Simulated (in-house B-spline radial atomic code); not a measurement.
**RPA and G0W0 on LDA exchange-only: Zr V (Zr4+)**

Configuration [Ar] 3d10 4s2 4p6, mean-field start LDA exchange-only. Computed with a B-spline radial code for spherical atoms: all electrons, non-relativistic, point nucleus, each spin shell either full or empty, empty states to l = 9 with an (l + 1/2)⁻⁴ tail; G0W0 by contour deformation at full frequency.

Without relativity these are model numbers: it shifts the levels of so heavy an element strongly and can reorder them.

Command:
```bash
python run_gw.py task.json out
```
Settings (radii: box in bohr, nucleus in fm):
```
Z                        40
electrons                36
configuration            [Ar] 3d10 4s2 4p6
hamiltonian              nr
method                   lda,
lmax                     9
spin_polarised           False
box_radius               11.96
intervals                51
```

Time taken, with all properties: 1.2 s on 1 thread of AMD EPYC 7R13 Processor, with other jobs on the host.

Energies (hartree):

```
                                     term        value
                         mean-field total  -3530.38248
Hartree-Fock functional on these orbitals  -3536.25861
                      direct second order      -3.0635
                    second-order exchange      0.87484
                         SOSEX correction      0.81215
```

Problem. What is the RPA correlation energy, and what remains with SOSEX?

Solution. RPA gives -2.6999 hartree (-2.04 eV per electron); RPA + SOSEX gives -1.8877, and the second-order doubles -2.1887 hartree (no singles). RPA lacks exchange-type terms and so overcorrelates at short range.

Quasi-particle levels (eV):

```json
{"level": "4p", "occupied": "yes", "mean field": "-70.94", "Σx - vxc": "-9.41", "Σc": "?", "QP weight": "?", "G0W0": "?"}
{"level": "3d", "occupied": "yes", "mean field": "-218.91", "Σx - vxc": "-29.09", "Σc": "8.48", "QP weight": "0.866", "G0W0": "-239.52"}
{"level": "4d", "occupied": "no", "mean field": "-39.56", "Σx - vxc": "6.42", "Σc": "-2.15", "QP weight": "0.964", "G0W0": "-35.29"}
```

G0W0 = mean field + (Σx - vxc) + Σc, with Σc (partial-wave tail included) taken at the quasi-particle energy. Only the outer levels were computed. Levels of low weight are left out.

Problem. Where does G0W0 put 4p?

Solution. At -80.74 eV, with Σc = -0.39 eV and a quasi-particle weight of 0.943. The tabulated removal energy is 80.348 ± 0.007 eV (NIST, semi-empirical); the calculation leaves out relativity, Breit and QED terms, and what these don't explain is the method's own error.
